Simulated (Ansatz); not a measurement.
Computed with Ansatz on PBE0-D4/def2-TZVP structures; ΔE is electronic, products minus reactants. CCSD(T)/CBS is the MP2 limit (def2-TZVPP, def2-QZVPP) plus CCSD(T) − MP2 in def2-TZVPP, frozen cores. This one scheme is used for every species. Functionals use def2-TZVPP. B3LYP here is the variant with VWN-RPA as its local correlation; programs differ in this. Each species was taken in one conformer, which may not be the lowest.

Consider the silylene formation by 1,1-elimination: `[OH][AlH][SiH2]O` → `[OH][AlH][OH]` + `[SiH2]`.

`[OH][AlH][SiH2]O`:

Z-matrix (Å, degrees):
```
Si
Al 1 2.472
O 1 1.665 2 112.2
H 1 1.497 2 111.7 3 124.4
H 1 1.490 2 111.2 3 -116.9
O 2 1.701 1 118.2 3 8.0
H 2 1.584 1 126.4 3 -171.7
H 3 0.958 1 116.9 2 72.5
H 6 0.956 2 122.4 1 3.9
```

`[OH][AlH][OH]`:

```xyz
6

O    -0.514    0.250    1.397
Al   -0.294    0.423   -0.272
O     0.726   -0.556   -1.201
H    -0.097   -0.396    1.961
H    -1.084    1.560   -1.002
H     1.262   -1.280   -0.884
```

`[SiH2]`:

```xyz
3

Si   -0.132    0.674    0.188
H    -0.070   -0.070   -1.142
H     0.202   -0.603    0.954
```

(1) Is it downhill or uphill in electronic energy at CCSD(T)/CBS, and by how much? (Estimate.)

(2) What do these levels give: PBE-D4, revPBE-D4, B97M-V, B3LYP-D4, r2SCAN0-D4, CAM-B3LYP-D4, PBE0, BHLYP, RPA@PBE/def2-TZVPP, MP2/def2-SVP, HF/def2-QZVPP, SCS-MP2/def2-QZVPP? (Best estimate.)

(3) What do rigid-rotor, harmonic-oscillator terms from PBE0-D4/def2-TZVP frequencies (298.15 K, 1 bar) make of the CCSD(T)/CBS value? (Estimate.)

Largest T1 diagnostic among the species: 0.014.

## Answers

(1) The calculation gave: Uphill: ΔE = +1.73 eV.

(2) Ansatz gave: PBE-D4 1.91, revPBE-D4 1.84, B97M-V 1.71, B3LYP-D4 1.70, r2SCAN0-D4 1.96, CAM-B3LYP-D4 1.74, PBE0 1.90, BHLYP 1.67, RPA@PBE/def2-TZVPP 1.50, MP2/def2-SVP 1.58, HF/def2-QZVPP 1.54, SCS-MP2/def2-QZVPP 1.72 eV.

(3) Computed: ΔZPE = -0.16 eV, ΔH = +1.60 eV, ΔS = 130 J/(mol·K), ΔG = +1.19 eV.

Leaving LDA and LC-ωPBE aside and taking each functional with its dispersion term where it has one, the values, not all of them listed here, spread over 0.35 eV, from BLYP-D4 to r2SCAN0-D4. LDA lies +0.29 eV from PBE without D4. At CCSD(T), def2-SVP lies −0.28 eV from the extrapolated value and def2-TZVPP −0.08 eV.
